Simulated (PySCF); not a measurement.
Computed Raman spectrum (relative Raman activity) of a molecule C₂H₄BF₂N. Coordinates come from a B3LYP-D3(BJ)/def2-SVP optimisation. The values are those of a single conformer. All values below come from B3LYP-D3(BJ)/def2-SVP in PySCF 2.14.0. Frequencies are harmonic and unscaled.

```json
[
 {"ν (cm⁻¹)": "1281", "relative intensity": "3.8"},
 {"ν (cm⁻¹)": "1396", "relative intensity": "15"},
 {"ν (cm⁻¹)": "1414", "relative intensity": "12"},
 {"ν (cm⁻¹)": "1446", "relative intensity": "11"},
 {"ν (cm⁻¹)": "1453", "relative intensity": "3.0"},
 {"ν (cm⁻¹)": "1464", "relative intensity": "7.7"},
 {"ν (cm⁻¹)": "1734", "relative intensity": "29"},
 {"ν (cm⁻¹)": "2955", "relative intensity": "35"},
 {"ν (cm⁻¹)": "2968", "relative intensity": "100"},
 {"ν (cm⁻¹)": "3075", "relative intensity": "77"},
 {"ν (cm⁻¹)": "3092", "relative intensity": "65"}
]
```

Which structure fits?
A. C/N=C/B(F)F
B. C/C=N/B(F)F
C. C=C(F)B(N)F
D. CC#N.FBF

A, C/N=C/B(F)F
